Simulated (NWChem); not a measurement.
**Basis-set convergence for H3BO**

```xyz
5

B      0.6630    -0.2523     0.0000
H      1.6125     0.4955     0.0000
H      0.7868    -1.4605     0.0000
O     -0.5548     0.3184     0.0000
H     -1.2753    -0.3205     0.0000
```
Charge 0, spin multiplicity 1.

Everything below was run with NWChem. All single points use one geometry, from PBE0/def2-SVP, a minimum by its harmonic frequencies. It is one conformer; others weren't searched.

Quantity: first vertical ionisation energy at the level G0W0@PBE0.

GW and range-separated runs recompute their integrals, the others keep them in memory, which bears on the times. The structure started from a generated list of species.

The cost column gives rough processor time relative to def2-SVP; each entry includes its own SCF.

Problem. In def2-TZVPD the value is 11.78 eV. Among def2-SVP, def2-SVPD, def2-TZVP, def2-TZVPP, which is the smallest basis within 0.2 eV of it?

Solution. def2-SVPD, with 67 functions against 104 and about 20 % of the time (also within reach: def2-TZVP, def2-TZVPP). def2-TZVPD isn't the basis-set limit itself, and a small set can land close by cancellation.

```
basis       functions  first vertical ionisation energy (eV)  relative cost
----------  ---------  -------------------------------------  -------------
def2-SVP           43                                  11.54              1
def2-SVPD          67                                  11.63        under 3
def2-TZVP          80                                  11.77        under 3
def2-TZVPP        104                                  11.87              4
def2-TZVPD        104                                  11.78              6
```
